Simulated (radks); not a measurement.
Results of a calculation; reference values are marked as such.
Polarisability of neutral manganese, [Ar] 3d5 4s2, at imaginary frequency. Level of theory: scalar-relativistic Kohn-Sham, LDA (Slater exchange, VWN5 correlation), spin-polarised, spherical densities, finite nucleus; open shells are filled with parallel spins first; Fermi nuclear charge, rms radius 3.7057 fm (a radial shooting solver on a logarithmic mesh with Libxc functionals). Response by self-consistent Sternheimer equations with the Hartree and adiabatic LDA kernel, the relativistic mass of each level held fixed and spin-orbit coupling left out.

| w (hartree) | alpha1(iw) (bohr^3) |
|---|---|
| 0.00266 | 65.80 |
| 0.0143 | 65.34 |
| 0.0360 | 62.89 |
| 0.0697 | 56.29 |
| 0.118 | 45.07 |
| 0.186 | 32.00 |
| 0.280 | 20.71 |
| 0.413 | 12.73 |
| 0.605 | 7.669 |
| 0.892 | 4.575 |
| 1.35 | 2.667 |
| 2.12 | 1.455 |
| 3.59 | 0.6824 |
| 6.94 | 0.2405 |
| 17.5 | 0.04970 |

Static values: alpha1 = 65.82 bohr^3 (9.753 angstrom^3; uncoupled 119.1). C6 = 607.1, triple-dipole C9 = 28520 atomic units. One-pole (London) frequency 4 C6 / (3 alpha1^2) = 0.187 hartree, against 0.171 for minus the highest occupied eigenvalue. Recommended static value: 68 bohr^3 (Schwerdtfeger and Nagle, 2023 table).
